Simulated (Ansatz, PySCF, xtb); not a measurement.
Dimer: SiH4 (SMILES [SiH4]) (first 5 atoms) with N2 (SMILES N#N); geometry from B3LYP-D3(BJ)/def2-TZVP.
(charge 0, multiplicity 1):
```xyz
7

Si     0.082     0.149    -0.190
H      0.400     0.407    -1.613
H      0.258     1.397     0.585
H      0.996    -0.891     0.335
H     -1.318    -0.316    -0.074
N     -0.023    -0.369     4.292
N     -0.393    -0.381     3.266
```

Interaction energies are E(AB) − E(A) − E(B) at the monomers' geometry in the complex; basis-set methods are counterpoise corrected.

Frozen-core correlation. Rows in 6-31G* carry no dispersion term and start afresh at each structure (6-31G* with six Cartesian d functions).

Programs: Ansatz (Gaussian orbitals); PySCF for 6-31G* rows; xtb for the GFN methods. 

Problem. One of these levels gives -0.63 kcal/mol for the interaction energy. Which one is it?
A. B2PLYP/def2-TZVPPD
B. HF/6-31G*
C. GFN1-xTB
D. wB97X-V/def2-TZVPPD

Solution. D, wB97X-V/def2-TZVPPD. The others give -2.36 (GFN1-xTB), 0.36 (HF/6-31G*), -0.08 (B2PLYP/def2-TZVPPD)

Ansatz is a quantum-chemistry and plane-wave program.
